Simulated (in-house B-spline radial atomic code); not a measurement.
B97-1 excitations of Lu3+

Method: B97-1. Computed with a B-spline radial code for spherical atoms: linear response of the closed shell [Xe] 4f14 with the functional's adiabatic kernel; scalar-relativistic (spin-free one-electron X2C), finite nucleus, no spin-orbit coupling, no double excitations, S, P, D and F terms only; shells from n = 3 respond. Only terms of natural parity with L up to 3 were computed.

Spin-orbit coupling is strong here, so these LS terms don't match observed levels.

Command:
```bash
python run_td.py task.json out
```
Settings (radii: box in bohr, nucleus in fm):
```
Z                        71
electrons                68
configuration            [Xe] 4f14
hamiltonian              x2c
method                   b97_1
box_radius               23.08
rms_radius               5.37
intervals                71
```

Cost of the run: 9.2 s on 1 thread of Arm Neoverse N1, with other jobs on the host.

The lowest states, in the order of their Tamm-Dancoff energies; the method's threshold (minus the highest occupied level) is 38.96 eV. Labels give the largest channel, * marks a mixed state, and oscillator strengths are full-response dipole values. Semilocal kernels can invert the small singlet-triplet splittings of Rydberg terms. Energies in eV:

```
     state  full response  Tamm-Dancoff  oscillator strength
4f → 5d 3P         11.256        11.317                    -
4f → 5d 3F         11.747        11.774                    -
4f → 5d 1F              ?             ?                    -
4f → 6s 3F         13.160        13.165                    -
4f → 6s 1F         13.279        13.282                    -
4f → 5d 1P         13.398        13.762                0.172
4f → 6p 3D         19.538        19.543                    -
4f → 6p 1D              ?             ?                    -
4f → 7s 3F         26.971        26.972                    -
4f → 7s 1F         27.019        27.020                    -
4f → 6d 3P         27.211        27.221                    -
4f → 6d 3F         27.361        27.366                    -
4f → 6d 1F         27.486        27.488                    -
4f → 6d 1P         27.610        27.642              0.00334
4f → 5f 3S         28.866        28.874                    -
4f → 5f 3D         29.072        29.074                    -
4f → 7p 3D         29.158        29.159                    -
```

(1) Where does 4f → 5d 1F lie?

(2) Where does 4f → 6p 1D lie?

(3) How large is the singlet-triplet splitting of 4f → 5d (F terms) in Tamm-Dancoff?

(4) What polarisabilities and dispersion coefficient does the method give?

Results:

(1) At 12.256 eV in full response, 12.263 eV in Tamm-Dancoff.

(2) At 19.787 eV in full response, 19.797 eV in Tamm-Dancoff.

(3) 0.489 eV, from the unrounded values.

(4) Dipole 4.437 bohr³, quadrupole 8.155 bohr⁵, C6 21.93 hartree·bohr⁶ for two such species.
